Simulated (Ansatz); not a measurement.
System: sum formula GeOBr (charge -1, singlet). SMILES of the parent species: [O]=[Ge][Br]
Geometry from a B3LYP-D3(BJ)/def2-TZVP (Ansatz, an electronic-structure program) optimisation:
```xyz
3

Ge     1.1550    -0.4016    -0.1299
O      1.4808     0.0718    -1.6934
Br    -1.3945     0.3508     0.5059
```
Charge -1, spin multiplicity 1.

Parts of the frozen-core correlation energy in STO-3G (Ansatz, hartree). Frozen orbitals: 29; correlated occupied orbitals by spin: 9 and 9; virtual: 3 and 3. Spin-orbit coupling is left out. No relativistic terms. The restricted reference is unstable.

```
term                             value
-------------------------  -----------
reference (HF)             -4670.13367
MP2 opposite-spin             -0.09849
MP2 same-spin                      [?]
CCSD correlation                   [?]
(T)                                [?]
FCI minus CCSD(T)             -0.00061
T1 diagnostic                    0.031
largest doubles amplitude        0.164
```

Question: Complete the blanks.

Answer: 
- MP2 same-spin, value: -0.03301
- CCSD correlation, value: -0.12753
- (T), value: -0.01412
